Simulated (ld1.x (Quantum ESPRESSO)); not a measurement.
**Which change was made? (Cr, PAW)**

chromium, PAW, made with ld1.x (Quantum ESPRESSO) 7.5 (PBE, scalar-relativistic). Core [Ar], reference 3d6 4s0 4p0. Waves: 4s (bound, empty): rcut 1.95, rcutus 2.70 bohr; 4s channel at 4.35 Ry: rcut 1.95, rcutus 2.70 bohr; 4p (bound, empty): rcut 2.80, rcutus 3.25 bohr; 4p channel at 0.25 Ry: rcut 2.80, rcutus 3.25 bohr; 3d (bound): rcut 2.00, rcutus 2.20 bohr; 3d channel at 0.4 Ry: rcut 2.00, rcutus 2.20 bohr. Local part: all-electron potential smoothed inside 2.60 bohr (lloc = -2). Core correction: Bessel-smoothed model core, default radius (core density twice the valence density). Augmentation charge: BESSEL, radius 1.70 bohr.

Cutoffs, loose and tight: the cutoffs (Ry, on a coarse ladder) from which the occupation-weighted sum of valence levels, in a spherical-Bessel basis at the reference potential, stays within 10 and 1 mRy of its value at 400 Ry. They do not see the model core or the augmentation charge, which bear on the density cutoff. Test errors are all-electron minus pseudo excitation energies from the reference, over the configurations 3d5 4s1 4p0; 3d5 4s0 4p0; 3d4 4s0 4p0; 3d5 4s0.5 4p0; 3d3 4s0 4p0; 3d2 4s0 4p0; 3d4 4s1 4p0; variants that change the core or the reference have their own tests. The largest error is taken over the tests solved by every variant that gives reliable tests at all, those not shown here included: 3d3 4s0 4p0; 3d4 4s0 4p0; 3d5 4s0 4p0.

The base gives: outcome: generated; cutoff, loose: 18 Ry; cutoff, tight: 35 Ry; bound ghosts: none; largest test error (meV): -1394.

**Question.** After one change the result is: outcome: generated; cutoff, loose: 8 Ry; cutoff, tight: 12 Ry; bound ghosts: none; largest test error (meV): test run stopped at test 1 of 7 (negative rho). Which change was it?
A. all radii but the core radius scaled by about 0.95 (s 2.56, p 3.08, d 2.08 bohr, rcut 1.84/2.64/1.90); local potential all-electron potential smoothed inside 2.46 bohr (lloc = -2); augmentation BESSEL, radius 1.60 bohr
B. all radii but the core radius scaled by about 0.84 (s 2.26, p 2.74, d 1.84 bohr, rcut 1.64/2.36/1.68); local potential all-electron potential smoothed inside 2.18 bohr (lloc = -2); augmentation BESSEL, radius 1.42 bohr
C. all radii but the core radius scaled by about 1.41 (s 3.80, p 4.56, d 3.10 bohr, rcut 2.74/3.94/2.80); local potential all-electron potential smoothed inside 3.66 bohr (lloc = -2); augmentation BESSEL, radius 2.38 bohr

**Answer.** C. The others give: all radii but the core radius scaled by about 0.95 (s 2.56, p 3.08, d 2.08 bohr, rcut 1.84/2.64/1.90); local potential all-electron potential smoothed inside 2.46 bohr (lloc = -2); augmentation BESSEL, radius 1.60 bohr → outcome: generated; cutoff, loose: 25 Ry; cutoff, tight: 40 Ry; bound ghosts: none; largest test error (meV): -1352 | all radii but the core radius scaled by about 0.84 (s 2.26, p 2.74, d 1.84 bohr, rcut 1.64/2.36/1.68); local potential all-electron potential smoothed inside 2.18 bohr (lloc = -2); augmentation BESSEL, radius 1.42 bohr → outcome: generated; cutoff, loose: 30 Ry; cutoff, tight: 45 Ry; bound ghosts: s; largest test error (meV): -1302.
